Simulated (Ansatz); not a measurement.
Conformers of `[OH][In]([SH])[Cl]`, each relaxed with PBE0-D4/def2-TZVP in Ansatz. CBS adds the triple-zeta coupled-cluster correction to the MP2 limit.

Elements past krypton have def2 core potentials. Outer-core shells of In are correlated without core-valence functions. Spin–orbit coupling is left out.

Not all of them had a frequency check.

Conformer A:

Z-matrix (Å, degrees):
```
In
S 1 2.365
Cl 1 2.305 2 119.8
O 1 1.969 2 125.8 3 180.0
H 2 1.344 1 93.1 3 -180.0
H 4 0.961 1 113.2 2 0.2
```

Conformer B:

```xyz
6

O    -1.691    0.135    1.130
In   -0.035    0.010    0.077
S    -0.029   -0.298   -2.253
Cl    1.949    0.185    1.277
H    -1.508    0.254    2.066
H     1.315   -0.286   -2.297
```

Task: Which is lowest in electronic energy at CCSD(T)/CBS (frozen core, def2 sets), and by how much? (Estimate.)

Result: Computed: B; A lies 5.2 kJ/mol higher.

Task: Give the energies relative to B (kJ/mol) with PBE-D4/def2-TZVPP, ωB97M-V/def2-TZVPP, PBE/def2-TZVPP, r2SCAN/def2-TZVPP, CCSD(T)/def2-TZVPP, HF/def2-QZVPP, CCSD/CBS(def2). (An estimate is asked.)

Result: Ansatz gave: 
```json
{"level": "PBE-D4/def2-TZVPP", "A": "5.9"}
{"level": "ωB97M-V/def2-TZVPP", "A": "5.8"}
{"level": "PBE/def2-TZVPP", "A": "5.8"}
{"level": "r2SCAN/def2-TZVPP", "A": "6.0"}
{"level": "CCSD(T)/def2-TZVPP", "A": "5.2"}
{"level": "HF/def2-QZVPP", "A": "5.2"}
{"level": "CCSD/CBS(def2)", "A": "5.3"}
```
